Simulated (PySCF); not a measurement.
Two probes of the same atoms: core binding energy and nuclear shielding

Compound: C6H5F3.
Numbering: `[F:1][C:2]([F:3])([F:4])[C:5]#[C:6][CH:7]1[CH2:8][CH2:9]1`

Binding energies: delta-SCF UKS SCAN, pcX-2 on the ionised atom, pcseg-1 elsewhere, spin-free X2C (PySCF). Shieldings: GIAO PBE0/pcSseg-1, non-relativistic, same geometry.

```csv
atom,C 1s (eV)
C2,298.69
C5,290.70
C6,291.34
C7,291.97
C8,291.29
```

**Question.** What are the absolute isotropic shieldings of these atoms?

**Answer.** 
```
atom                 environment  C 1s (eV)  isotropic shielding (ppm)
  C5               alkyne carbon     290.70                      115.8
  C8  three-membered-ring carbon     291.29                      172.9
  C6               alkyne carbon     291.34                       86.8
  C7          propargylic carbon     291.97                      184.0
  C2                  CF3 carbon     298.69                       65.0
```

**Question.** Among the listed atoms, is the one with the highest binding energy also the least shielded?

**Answer.** Yes: C2 has both (298.69 eV, 65.0 ppm).

By binding energy: C5 < C8 < C6 < C7 < C2. By shielding: C2 < C6 < C5 < C8 < C7.

Of atoms equivalent by bonding only the ionised one is listed; its partners' own values can differ in this conformer. The unrestricted hole states depart most from a pure doublet (⟨S²⟩ = 0.75; over 0.85 named) for C 1s of C6 (0.86), which makes this value less certain. Isolated species at its PBE0-D3(BJ)/def2-SVP geometry, gas phase.
